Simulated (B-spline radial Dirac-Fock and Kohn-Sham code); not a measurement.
# Ag³⁺ 3p1/2: cross section and angular parameters

System: Ag³⁺ in the configuration [Kr] 4d8; threshold 642.6 eV (orbital energy of the model). Level of theory: Dirac-Hartree-Slater photoionisation with a Latter tail; cross sections with all multipoles, angular parameters from the dipole term and its interference with E2; a radial finite-basis atomic code.

Input file task.json (cfg lists n, l and occupation; rrms is the nuclear radius in fm):

```json
{"items": [{
  "Z": 47,
  "q": 3,
  "cfg": [[1, 0, 2], [2, 0, 2], [2, 1, 6], [3, 0, 2], [3, 1, 6], [3, 2, 10], [4, 0, 2], [4, 1, 6], [4, 2, 8]],
  "A": 107,
  "rrms": 4.5454,
  "do": "xps",
  "hv": [68.4, 80, 100, 130.0, 163.0, 200, 202.0, 214.0, 218.0, 290.0, 425.0, 715.0, 746.0, 1000, 1160.0, 1253.6, 1486.9, 1860.0, 1940.0, 1970.0, 2830.0, 2950.0, 4040.0, 5414.7, 5830.0, 7540.0, 9251.7, 12000.0, 13700.0]
}]}
```

Command: `python xray2_run.py task.json out`

For linearly polarised light dσ/dΩ = σ/(4π) [1 + β P₂(cos θ) + (δ + γ cos²θ) sin θ cos φ], with θ from the polarisation vector and φ the angle between the beam and the projection of the electron momentum on the plane normal to the polarisation.

| hν (eV) | σ (kb) | β | γ | δ |
| --- | --- | --- | --- | --- |
| 715 | 142 | 0.776 | 0.168 | 0.124 |
| 746 | 136 | 0.930 | 0.264 | 0.101 |
| 1000 | 99.6 | 1.407 | 0.185 | 0.019 |
| 1160 | 81.4 | 1.503 | 0.078 | 0.008 |
| 1253.6 | 72.4 | 1.536 | 0.036 | 0.005 |
| 1486.9 | 55.0 | 1.584 | -0.016 | 0.002 |
| 1860 | 36.8 | 1.608 | -0.008 | 0.002 |
| 1940 | 34.0 | 1.609 | 0.003 | 0.002 |
| 1970 | 33.0 | 1.610 | 0.007 | 0.002 |
| 2830 | 15.7 | 1.585 | 0.188 | 0.007 |
| 2950 | 14.4 | 1.580 | 0.217 | 0.007 |
| 4040 | 7.02 | 1.523 | 0.474 | 0.017 |
| 5414.7 | 3.42 | 1.450 | 0.754 | 0.030 |
| 5830 | 2.84 | 1.429 | 0.830 | 0.035 |
| 7540 | 1.44 | 1.349 | 1.103 | 0.055 |
| 9251.7 | ? | ? | ? | ? |
| 12000 | 0.393 | 1.181 | 1.599 | 0.111 |
| 13700 | 0.267 | 1.129 | 1.739 | 0.132 |

Question: Give the values at Ga Kα (9251.7 eV).

Answer: σ = 0.823 kb, β = 1.278, γ = 1.322, δ = 0.076.

Values without a named source are computed, but for edge energies of neutral atoms, which are taken from tables.
